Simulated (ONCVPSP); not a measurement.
## Logarithmic derivatives: Sr, ONCV

ONCVPSP 4.0.1 input, shortened (lines: element, Z, core and valence counts, functional; n l f; lmax; l rc ep ncon nbas qcut; lloc lpopt rc5 dvloc0; l nproj debl; icmod fcfact rcfact), PBE, scalar-relativistic:

```
  Sr 38.00    6    4        4      upf
    1    0    2.00
    2    0    2.00
    2    1    6.00
    3    0    2.00
    3    1    6.00
    3    2   10.00
    4    0    2.00
    4    1    6.00
    4    2    1.00
    5    0    1.00
    2
    0    2.25    0.00    3    6    6.60
    1    2.00    0.00    5    8    8.60
    2    3.50    0.00    5   10    4.90
    4    5    1.95    0.00
    0    2    1.10
    1    2    1.20
    2    3    3.70
    3    4.50    1.70
```

The phase is arctan(r·R′/R) of the radial function R(r), unwrapped; energies in Ha, scanned from -3 to 5 Ha. A pole is an energy at which the radial function vanishes at the test radius. The pseudo phase is shifted by a multiple of π to meet the all-electron one at the reference energy, and phase errors are pseudo minus all-electron; the curves can meet again beyond the range given. Levels narrower than the energy grid can be missing from the lists of poles.

```
channel  radius (bohr)  reference energy (Ha)  poles, all-electron     poles, pseudo  unbroken range about the reference energy with phases within 0.05 rad  phase error 1 Ha above the reference energy (rad)
      s           2.29                  -0.12          -1.26, 3.33       -1.26, 3.33                                                        the whole range                                             +0.001
      p           2.03                  -0.81                -0.13             -0.13                                                        the whole range                                             -0.000
      d           3.56                  -0.03     0.17, 1.71, 4.25  0.15, 1.73, 4.28                                                            -0.2 to 0.2                                             -0.108
```

Phases in the d channel:

```
E (Ha)  all-electron  pseudo
 -2.98         1.440   1.439
 -2.54         1.428   1.426
 -2.10         1.411   1.408
 -1.66         1.387   1.383
 -1.22         1.349   1.342
 -0.78         1.274   1.260
 -0.34         0.991   0.955
  0.10        -1.452  -1.476
  0.54        -2.173  -2.887
  0.98        -4.370  -4.469
  1.42        -4.638  -4.647
  1.86        -4.747  -4.736
  2.30        -4.882  -4.845
  2.74        -5.989  -5.496
  3.18        -7.641  -7.628
  3.62        -7.776  -7.776
  4.06        -7.834  -7.833
  4.50        -7.879  -7.874
  4.94        -7.934  -7.919
```
